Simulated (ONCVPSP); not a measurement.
Building the ONCV potential for O (PBE, scalar-relativistic).

ONCVPSP 4.0.1 was run on this input:

```
# ATOM AND REFERENCE CONFIGURATION
# atsym  z   nc   nv     iexc    psfile
  O 8.00    1    2        4      upf
#
#   n    l    f
    1    0    2.00
    2    0    2.00
    2    1    3.50
#
# PSEUDOPOTENTIAL AND OPTIMIZATION
# lmax
    2
#
#   l,   rc,      ep,       ncon, nbas, qcut
    0    0.80    0.00    3    6    8.50
    1    1.30    0.00    4    7   10.70
    2    1.05    0.07    4    9    9.80
#
# LOCAL POTENTIAL
# lloc, lpopt,  rc(5),   dvloc0
    4    3    0.50    0.00
#
# VANDERBILT-KLEINMAN-BYLANDER PROJECTORs
# l, nproj, debl
    0    2    3.70
    1    3    1.30
    2    2    1.30
#
# MODEL CORE CHARGE
# icmod, fcfact, rcfact
    3    4.00    1.05
#
# LOG DERIVATIVE ANALYSIS
# epsh1, epsh2, depsh
   -3.00    5.00    0.02
#
# OUTPUT GRID
# rlmax, drl
    6.00    0.01
#
# TEST CONFIGURATIONS
# ncnf
    4
# nvcnf
#   n    l    f
    2
    2    0    2.00
    2    1    4.00
#
    2
    2    0    2.00
    2    1    3.00
#
    2
    2    0    2.00
    2    1    2.00
#
    2
    2    0    2.00
    2    1    0.00
#
```

Command:

```bash
oncvpsp.x < O.dat > O.out
```

Resulting log (shortened: citation, most of the input echo, consistency checks and plot data are left out):

```
ONCVPSP  (Optimized Norm-Conservinng Vanderbilt PSeudopotential)
scalar-relativistic version 4.0.1

#   n    l    f        energy (Ha)
    1    0    2.00    -1.9235576E+01
    2    0    2.00    -1.1536335E+00
    2    1    3.50    -5.9818768E-01

Reference configufation results
  iterations    20
  all-electron total energy (Ha)   -7.47708363D+01

Begin loop to  construct optimized pseudo wave functions
and semi-local pseudopoentials for all angular momenta

   Wellstate for l =  0  n =  4
     eigenvalue =   2.5464
     asymptotic potential =   3.0464
     half-point radius =  2.6554

Calculating optimized projector #   1

 for l=   0

    Fraction of norm inside rc  0.287649
    Optimizing pswf for qcut=   8.50 a_B^-1,  ecut=  36.08 Ha
    Residual kinetic energy error=  1.28D-03 Ha

    Energy error per electron        Cutoff
         Ha          eV             Ha
         0.01000     0.27211       25.53
         0.00100     0.02721       38.26
         0.00010     0.00272      130.69

Calculating optimized projector #   2

 for l=   0

    Fraction of norm inside rc  0.050736
    Optimizing pswf for qcut=   8.50 a_B^-1,  ecut=  36.08 Ha
    Residual kinetic energy error=  6.97D-04 Ha

    Energy error per electron        Cutoff
         Ha          eV             Ha
         0.01000     0.27211       21.60
         0.00100     0.02721       34.35
         0.00010     0.00272       74.51
         0.00001     0.00027      217.08

   Wellstate for l =  1  n =  3
     eigenvalue =   0.7018
     asymptotic potential =   1.2018
     half-point radius =  2.8022

   Wellstate for l =  1  n =  4
     eigenvalue =   2.0018
     asymptotic potential =   2.5018
     half-point radius =  3.1921

Calculating optimized projector #   1

 for l=   1

    Fraction of norm inside rc  0.657424
    Optimizing pswf for qcut=  10.69 a_B^-1,  ecut=  57.14 Ha
    Residual kinetic energy error=  8.43D-07 Ha

    Energy error per electron        Cutoff
         Ha          eV             Ha
         0.01000     0.27211       29.33
         0.00100     0.02721       38.50
         0.00010     0.00272       45.69
         0.00001     0.00027       51.52

Calculating optimized projector #   2

 for l=   1

    Fraction of norm inside rc  0.144231
    Optimizing pswf for qcut=  10.69 a_B^-1,  ecut=  57.14 Ha
    Residual kinetic energy error=  1.82D-06 Ha

    Energy error per electron        Cutoff
         Ha          eV             Ha
         0.01000     0.27211       28.11
         0.00100     0.02721       38.29
         0.00010     0.00272       46.41
         0.00001     0.00027       52.89

Calculating optimized projector #   3

 for l=   1

    Fraction of norm inside rc  0.083402
    Optimizing pswf for qcut=  10.69 a_B^-1,  ecut=  57.14 Ha
    Residual kinetic energy error=  5.35D-06 Ha

    Energy error per electron        Cutoff
         Ha          eV             Ha
         0.01000     0.27211       29.23
         0.00100     0.02721       40.26
         0.00010     0.00272       48.74
         0.00001     0.00027       55.69

   Wellstate for l =  2  n =  3
     eigenvalue =   0.0700
     asymptotic potential =   0.5700
     half-point radius = 13.6863

   Wellstate for l =  2  n =  4
     eigenvalue =   1.3700
     asymptotic potential =   1.8700
     half-point radius =  3.9345

Calculating optimized projector #   1

 for l=   2

    Fraction of norm inside rc  0.000445
    Optimizing pswf for qcut=   9.80 a_B^-1,  ecut=  47.97 Ha
    Residual kinetic energy error=  3.26D-08 Ha

    Energy error per electron        Cutoff
         Ha          eV             Ha
         0.01000     0.27211        0.74
         0.00100     0.02721        2.75
         0.00010     0.00272        8.94
         0.00001     0.00027       19.92

Calculating optimized projector #   2

 for l=   2

    Fraction of norm inside rc  0.032162
    Optimizing pswf for qcut=   9.80 a_B^-1,  ecut=  47.97 Ha
    Residual kinetic energy error=  4.22D-06 Ha

    Energy error per electron        Cutoff
         Ha          eV             Ha
         0.01000     0.27211        9.87
         0.00100     0.02721       21.29
         0.00010     0.00272       33.57
         0.00001     0.00027       44.35

Construct Vanderbilt / Kleinmman-Bylander projectors

B matrix Hermiticity error, ll=   0
   1   2   -2.0434E-04

  Orthonormal projector coefficients  1.6036E+01  1.9973E+00

B matrix Hermiticity error, ll=   1
   1   2    7.3031E-05
   1   3   -1.1811E-04
   2   3    4.1508E-05

  Orthonormal projector coefficients  2.4949E+00 -2.4550E+00 -1.9999E+00

B matrix Hermiticity error, ll=   2
   1   2    7.7744E-07

  Orthonormal projector coefficients -7.6333E+00 -3.7767E+00

Model core correction analysis
  based on d2Exc/dn_idn_j

d2excae - all-electron derivatives

   -5.699146D-02   -4.991672D-02
   -4.991919D-02   -4.876754D-02

d2excps - pseudofunction derivatives with no core correction

   -5.541847D-02   -5.216149D-02
   -5.216238D-02   -5.129559D-02

rms 2nd derivative error    2.175790E-03

rmatch, rhocmatch    0.3828   10.7390

Teter function model core charge with specified parameters

d2excps - pseudofunction derivatives with core correction

   -5.538183D-02   -5.235251D-02
   -5.235332D-02   -5.188080D-02

rms 2nd derivative error    2.456694E-03

Pseudoatom total energy  -15.517662

Diagnostic tests using Vanderbilt-Kleinman-Bylander pseudopotentials
  1 or more projectors used as specified by nproj input data

   l    rcore       rmatch      e in        delta e   norm test  slope test

   0   0.8037126   0.8281151  -1.1536335   0.0000414   1.0000678   0.9992493
   0   0.8037126   0.8281151   2.5463665   0.0003142   1.0002737   1.0002737

   1   1.3047798   1.3443958  -0.5981877  -0.0000044   1.0000456   1.0000617
   1   1.3047798   1.3443958   0.7018123  -0.0000012   1.0001228   1.0001228
   1   1.3047798   1.3443958   2.0018123   0.0000219   1.0001584   1.0001584

   2   1.0519859   1.0839265   0.0700000   0.0000171   1.0000636   1.0000636
   2   1.0519859   1.0839265   1.3700000   0.0000356   1.0000911   1.0000911

 Testing for bound ghosts
   n   l    E NL Schr. Eq   E Basis Diag.   E Cutoff

   1   0       -1.153592       -1.079417    193.02

   2   1       -0.598192       -0.592564    177.39

   3   2       -0.014500        0.928254    397.11

 Testing for highly-localized positive-energy ghosts
       l    <radius>/rc     E Basis Diag.   E Cutoff

Test configuration 0

   n   l     f        eae           eps        diff
   1   0  2.0000  -19.23557616
   2   0  2.0000   -1.15363347   -1.15359204    4.14D-05
   2   1  3.5000   -0.59818768   -0.59819205   -4.37D-06

    Total energies and differences
      AE_ref= -7.47708363D+01  AE_tst= -7.47708363D+01  dif=  0.00D+00
      PS_ref= -1.55176622D+01  PS_tst= -1.55176622D+01  dif= -1.42D-14
      PSP excitation error=  1.42D-14

Test configuration 1

   n   l     f        eae           eps        diff
   1   0  2.0000  -18.91476935
   2   0  2.0000   -0.88057190   -0.88026995    3.02D-04
   2   1  4.0000   -0.33186936   -0.33207057   -2.01D-04

    Total energies and differences
      AE_ref= -7.47708363D+01  AE_tst= -7.50018258D+01  dif= -2.31D-01
      PS_ref= -1.55176622D+01  PS_tst= -1.57487326D+01  dif= -2.31D-01
      PSP excitation error=  8.09D-05

Test configuration 2

   n   l     f        eae           eps        diff
   1   0  2.0000  -19.60819054
   2   0  2.0000   -1.45761465   -1.45767255   -5.79D-05
   2   1  3.0000   -0.89851879   -0.89775924    7.60D-04

    Total energies and differences
      AE_ref= -7.47708363D+01  AE_tst= -7.43980121D+01  dif=  3.73D-01
      PS_ref= -1.55176622D+01  PS_tst= -1.51449794D+01  dif=  3.73D-01
      PSP excitation error=  1.41D-04

Test configuration 3

   n   l     f        eae           eps        diff
   1   0  2.0000  -20.49678569
   2   0  2.0000   -2.14418580   -2.14301058    1.18D-03
   2   1  2.0000   -1.58911092   -1.58341028    5.70D-03

    Total energies and differences
      AE_ref= -7.47708363D+01  AE_tst= -7.31637494D+01  dif=  1.61D+00
      PS_ref= -1.55176622D+01  PS_tst= -1.39134053D+01  dif=  1.60D+00
      PSP excitation error=  2.83D-03

Test configuration 4

   n   l     f        eae           eps        diff
   1   0  2.0000  -22.80204874
   2   0  2.0000   -3.77503404   -3.75159044    2.34D-02

    Total energies and differences
      AE_ref= -7.47708363D+01  AE_tst= -6.83579341D+01  dif=  6.41D+00
      PS_ref= -1.55176622D+01  PS_tst= -9.15315070D+00  dif=  6.36D+00
      PSP excitation error=  4.84D-02
```

The run took about 4.2 s on one core of a shared server CPU.
